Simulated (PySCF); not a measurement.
**Radial density of Au⁺ (gold, charge +1)**

B2PLYP, [Xe] 4f14 5d9 6s1, high-spin 3D determinant (an excited configuration). Calculation: PySCF 2.14, in ANO-RCC-VDZP; the spin-free X2C one-electron Hamiltonian (Gaussian nucleus).

| r (bohr) | 4πr²ρ (e/bohr) | 4πr²(ρα − ρβ) |
| --- | --- | --- |
| 0.0193 | 97.05 | -0.0009 |
| 0.0324 | 115.9 | 0.0079 |
| 0.0545 | 147.5 | 0.0344 |
| 0.0917 | 114.2 | 0.0779 |
| 0.154 | 136.1 | 0.0435 |
| 0.259 | 74.66 | 0.0875 |
| 0.436 | 82.78 | 0.0967 |
| 0.734 | 27.17 | 0.3095 |
| 1.23 | 14.70 | 0.8149 |
| 2.08 | 3.456 | 0.7884 |
| 3.49 | 0.4438 | 0.2427 |
| 5.88 | 0.01070 | 0.0070 |
| 9.88 | 1.047e-05 | 0.0000 |

Densities and radii are taken from the X2C orbitals without a picture-change correction, which distorts them close to the nucleus.

Spin-orbit coupling, absent here, splits the open shell strongly.
